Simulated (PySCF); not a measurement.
**Tl⁺: ionisation energy**

Tl⁺ [Xe] 4f14 5d10 6s2 (1S) → Tl²⁺ [Xe] 4f14 5d10 6s1 (2S), as a difference of total energies. Computed with PySCF 2.14 in aug-cc-pV5Z-PP with ECP60MDF (8s8p6d4f3g2h, 139 functions), with a scalar-relativistic core potential. Correlated levels: valence: 5s2 5p6 5d10 frozen. The calculations carry no spin-orbit coupling.

```json
{"method": "UHF", "ionisation energy (eV)": "18.361"}
{"method": "LDA", "ionisation energy (eV)": "20.964"}
{"method": "PBE", "ionisation energy (eV)": "20.502"}
{"method": "PBE0", "ionisation energy (eV)": "20.184"}
{"method": "r2SCAN", "ionisation energy (eV)": "20.325"}
{"method": "MP2 (valence)", "ionisation energy (eV)": "18.950"}
{"method": "SCS-MP2 (valence)", "ionisation energy (eV)": "19.068"}
```

**Question.** How much does correlation contribute at MP2 (valence)?

**Answer.** 18.950 − (18.361) = 0.589 eV, measured against UHF.

MP2 underrates the near-degeneracy of ns² with np² in the lower species.

For comparison: 20.428 eV (measured; NIST Atomic Spectra Database, ionization energies).
